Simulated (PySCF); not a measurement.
Simulated outer-valence photoelectron spectrum of `CC#[N+][AlH2-][Cl]`. Computed with EOM-IP-CCSD/aug-cc-pVDZ in PySCF, restricted Hartree–Fock reference, frozen core, non-relativistic, gas phase, PBE0-D3(BJ)/def2-SVP geometry.

Each root has a Gaussian of 0.4 eV full width with its one-hole share as area; cross sections and vibrations are left out, and the highest printed point is 100.

(ionisation energy (eV), intensity): (9.2, 0), (9.4, 7), (9.6, 37), (9.8, 46), (10.0, 15), (10.2, 6), (10.4, 31), (10.6, 50), (10.8, 35), (11.0, 73), (11.2, 90), (11.4, 31), (11.6, 3), (11.8, 0), (12.0, 0), (12.2, 0), (12.4, 0), (12.6, 1), (12.8, 15), (13.0, 46), (13.2, 35), (13.4, 7), (13.6, 0), (13.8, 0), (14.0, 7), (14.2, 52), (14.4, 100), (14.6, 48), (14.8, 6), (15.0, 0), (15.2, 0), (15.4, 0), (15.6, 0), (15.8, 0), (16.0, 0), (16.2, 0), (16.4, 0), (16.6, 0), (16.8, 0), (17.0, 1), (17.2, 14), (17.4, 46), (17.6, 37), (17.8, 8), (18.0, 0)

Question: Where are the maxima, and how many lines lie under the curve?

Answer: 6 maxima, at 9.7, 10.6, 11.1, 13.1, 14.4 and 17.5 eV, from 8 lines. At this width some lines have no maximum of their own.

Question: List the lines with their holes.

Answer: 
| E (eV) | leading hole (HF orbital) | area | Koopmans (eV) |
| --- | --- | --- | --- |
| 9.73 | HOMO | 0.95 | 10.32 |
| 10.57 | HOMO-1 | 0.95 | 11.32 |
| 11.09 | HOMO-2 | 0.95 | 11.81 |
| 11.18 | HOMO-3 | 0.95 | 11.87 |
| 13.06 | HOMO-4 | 0.93 | 14.01 |
| 14.39 | HOMO-5 | 0.95 | 14.89 |
| 14.39 | HOMO-6 | 0.95 | 14.89 |
| 17.47 | HOMO-7 | 0.95 | 18.47 |

The widest gap, 3.08 eV, lies between 14.39 and 17.47 eV. Only orbitals with −ε under 21 eV, eight at most, were ionised, so the high end of the curve may lack lines.
